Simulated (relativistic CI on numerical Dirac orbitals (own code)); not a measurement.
**Ti⁺: resonant inelastic scattering at the L2,3 edge**

Computed with this model: Dirac-Coulomb-Breit CI, KLI orbitals optimised for each configuration, a model potential for QED, valence Slater integrals scaled by 0.8, Kramers-Heisenberg scattering through one core-hole configuration in a parametric crystal field; configurations [Ar] 3d3 → [He] 2s2 2p5 3s2 3p6 3d4; 300 K; core-hole width 0.4 eV; summed over polarisations. Incident energies are the highest absorption maxima for each field (at most a few, so the weaker spin-orbit partner edge can be absent), on the computed scale of the free ion. Intensities are in per cent of the strongest line above 0.02 eV; levels within 1 cm⁻¹ are merged; final levels count from the ground level, the first row holds all elastic scattering, lines under 0.4 are left out and each table stops after 24 rows. The scale of the Slater integrals is a model choice and moves the terms in proportion. The configuration is assumed, with all valence electrons in the open shell; the free ion's ground configuration is another.

Field parameters in Wybourne normalisation: Oh B⁴₀ = 21Dq, B⁴₄ = √(5/14) B⁴₀. The field is a parameter set, without covalency.

S is read from ⟨S²⟩ = S(S + 1).

Oh, 10Dq = 2400 cm⁻¹:

| Final level (eV) | Degeneracy | Irrep | S | 455.6 eV | 459.7 eV | 461.8 eV |
| --- | --- | --- | --- | --- | --- | --- |
| 0.000 | 4 | Γ8 | 1.50 | 1587.5 | 154.5 | 370.5 |
| 0.294 | 2 | Γ7 | 1.50 | 35.2 | 18.3 | 15.3 |
| 0.296 | 4 | Γ8 | 1.50 | 72.1 | 100.0 | 60.2 |
| 0.300 | 4 | Γ8 | 1.50 | 53.6 | 72.9 | 26.0 |
| 0.300 | 2 | Γ6 | 1.50 | 7.6 | 34.6 | 12.0 |
| 0.514 | 2 | Γ7 | 1.50 | 8.4 | 12.4 | 10.8 |
| 0.515 | 4 | Γ8 | 1.50 | 44.0 | 41.3 | 37.2 |
| 0.525 | 4 | Γ8 | 1.50 | 15.7 | 37.8 | 31.9 |
| 0.532 | 2 | Γ6 | 1.50 | 11.2 | 14.5 | 7.2 |
| 1.223 | 4 | Γ8 | 0.50 | 14.9 | 9.0 | 73.1 |
| 1.269 | 4 | Γ8 | 0.50 | 8.5 | 4.4 | 66.7 |
| 1.273 | 2 | Γ6 | 0.50 | 3.3 | 8.2 | 30.4 |
| 1.380 | 2 | Γ6 | 0.50 | 0.1 | 0.2 | 8.1 |
| 1.439 | 2 | Γ7 | 0.50 | 7.9 | 0.3 | 6.2 |
| 1.446 | 4 | Γ8 | 0.50 | 13.3 | 5.6 | 69.6 |
| 1.456 | 2 | Γ6 | 1.50 | 17.2 | 34.7 | 2.0 |
| 1.461 | 4 | Γ8 | 1.50 | 19.4 | 38.7 | 6.5 |
| 1.470 | 6 | Γ7+Γ8 | 1.50 | 18.0 | 95.7 | 62.1 |
| 1.659 | 4 | Γ8 | 0.50 | 12.7 | 3.2 | 44.8 |
| 1.662 | 2 | Γ6 | 0.50 | 4.6 | 9.5 | 13.9 |
| 1.667 | 2 | Γ7 | 0.50 | 7.0 | 3.4 | 75.1 |
| 1.676 | 4 | Γ8 | 0.50 | 5.6 | 0.9 | 41.8 |
| 1.800 | 4 | Γ8 | 0.50 | 2.4 | 4.5 | 25.4 |
| 1.883 | 2 | Γ6 | 0.50 | 5.2 | 2.8 | 25.2 |

Oh, 10Dq = 5350 cm⁻¹:

| Final level (eV) | Degeneracy | Irrep | S | 455.6 eV | 456.1 eV | 461.8 eV |
| --- | --- | --- | --- | --- | --- | --- |
| 0.000 | 4 | Γ8 | 1.50 | 1366.0 | 1173.6 | 499.5 |
| 0.660 | 2 | Γ7 | 1.50 | 33.6 | 42.3 | 5.0 |
| 0.662 | 4 | Γ8 | 1.50 | 49.8 | 49.8 | 47.6 |
| 0.665 | 4 | Γ8 | 1.50 | 17.0 | 22.0 | 21.7 |
| 0.666 | 2 | Γ6 | 1.50 | 12.5 | 6.9 | 5.4 |
| 1.099 | 2 | Γ7 | 1.50 | 16.7 | 3.6 | 35.5 |
| 1.099 | 4 | Γ8 | 1.50 | 27.4 | 34.4 | 55.3 |
| 1.108 | 4 | Γ8 | 1.50 | 19.5 | 51.9 | 12.4 |
| 1.113 | 2 | Γ6 | 1.50 | 10.7 | 27.1 | 4.7 |
| 1.267 | 4 | Γ8 | 0.50 | 17.2 | 36.8 | 82.2 |
| 1.334 | 4 | Γ8 | 0.50 | 14.3 | 29.9 | 54.9 |
| 1.339 | 2 | Γ6 | 0.50 | 4.6 | 18.2 | 73.8 |
| 1.720 | 4 | Γ8 | 0.50 | 18.3 | 63.7 | 81.4 |
| 1.722 | 2 | Γ7 | 0.50 | 11.3 | 7.9 | 5.3 |
| 1.745 | 2 | Γ6 | 0.50 | 1.3 | 1.2 | 28.0 |
| 1.951 | 6 | Γ7+Γ8 | 0.51 | 21.6 | 34.3 | 100.0 |
| 1.971 | 2 | Γ6 | 1.48 | 5.4 | 28.2 | 3.5 |
| 1.973 | 4 | Γ8 | 1.47 | 9.9 | 33.7 | 11.4 |
| 1.982 | 4 | Γ8 | 1.50 | 4.2 | 5.7 | 17.5 |
| 1.983 | 2 | Γ7 | 1.50 | 2.0 | 4.9 | 7.4 |
| 2.016 | 2 | Γ6 | 0.53 | 2.4 | 10.2 | 23.0 |
| 2.027 | 4 | Γ8 | 0.55 | 7.3 | 10.6 | 34.3 |
| 2.170 | 4 | Γ8 | 0.50 | 2.4 | 3.4 | 16.2 |
| 2.372 | 2 | Γ6 | 0.50 | 6.6 | 16.5 | 20.6 |

Oh, 10Dq = 8350 cm⁻¹:

```
Final level (eV)  Degeneracy  Irrep     S  455.7 eV  456.3 eV  460.6 eV
           0.000           4     Γ8  1.50    1043.4     832.1     465.3
           1.032           2     Γ7  1.50      12.1      19.8      16.6
           1.034           4     Γ8  1.50      32.6      46.9     100.0
           1.037           4     Γ8  1.50      18.6       4.6      44.3
           1.038           2     Γ6  1.50      15.3       2.0      44.3
           1.292           4     Γ8  0.50      13.7      48.5      39.1
           1.362           4     Γ8  0.50      10.0      36.3      37.7
           1.366           2     Γ6  0.50       3.6      10.7      29.0
           1.619           2     Γ7  1.50       7.8       5.8      12.2
           1.619           4     Γ8  1.50      19.9      34.5      35.7
           1.626           4     Γ8  1.50      12.8      53.9       9.5
           1.629           2     Γ6  1.50      10.7      29.7       8.3
           1.855           4     Γ8  0.50      22.6      39.6      62.4
           1.861           2     Γ7  0.50      16.1       5.4      13.9
           2.116           2     Γ6  0.50       0.8       1.7       3.5
           2.324           2     Γ7  0.50       3.5      12.2       4.1
           2.327           4     Γ8  0.50       9.5      34.0       9.7
           2.385           2     Γ6  0.50       1.3      12.3       3.5
           2.393           4     Γ8  0.50       2.9      13.0      10.4
           2.540           4     Γ8  0.55       3.0       3.7      16.5
           2.572           2     Γ6  1.50       0.7      10.0      10.4
           2.574           4     Γ8  1.49       3.0      13.1      25.8
           2.578           2     Γ7  1.50       1.9       1.1      12.4
           2.579           4     Γ8  1.47       2.5       3.3      15.2
```

For the first field the strongest loss at the lowest incident energy is the level at 0.30 eV (S = 1.50, against 1.50 in the thermal ground state). Levels of other spin, the first over 8 % at 1.22 eV, appear because spin-orbit coupling of the core hole, and in heavier ions of the valence shell too, mixes spins.
